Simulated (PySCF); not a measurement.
# LiTl and its ions

HSE06; basis Li def2-SVP, Tl def2-SVP with ECP60; scalar-relativistic core potentials; PySCF 2.14. Neutral (UKS): singlet (closed shell), Re = 3.045 Å, ωe = 253 cm⁻¹, De = 0.91 eV, HOMO -3.16 eV, LUMO -2.00 eV.

LiTl⁺ (UKS): doublet (σ ↑), Re = 3.325 Å, ωe = 163 cm⁻¹. The energies at the minima are -179.98792 hartree for LiTl and -179.80305 for LiTl⁺.

Question: Work out the adiabatic ionisation energy, without and with harmonic zero-point energies (1 hartree = 27.2114 eV, 1 eV = 8065.5 cm⁻¹), and the change of the bond length.

Answer: At HSE06: 0.18487 hartree = 5.031 eV between the minima; the zero-point term (163.0 − 253.0)/2 cm⁻¹ = -0.006 eV makes it 5.025 eV. Re changes by +28.0 pm against the neutral. Minus the HOMO energy is 3.16 eV, -1.87 eV from the value between the minima; self-interaction puts the Kohn–Sham level too high, less so with exact exchange. The electron leaves a σ orbital, and the longer bond of the ion fits a bonding orbital, or a change in how ionic the bond is.

Closed-shell solutions of metal pairs were not tested for spin polarisation, which can lower them a little. These are scalar-relativistic numbers at best; spin–orbit coupling would shift them, the dissociation energy most. States were picked by a PBE0 search and need not be the measured ground states.
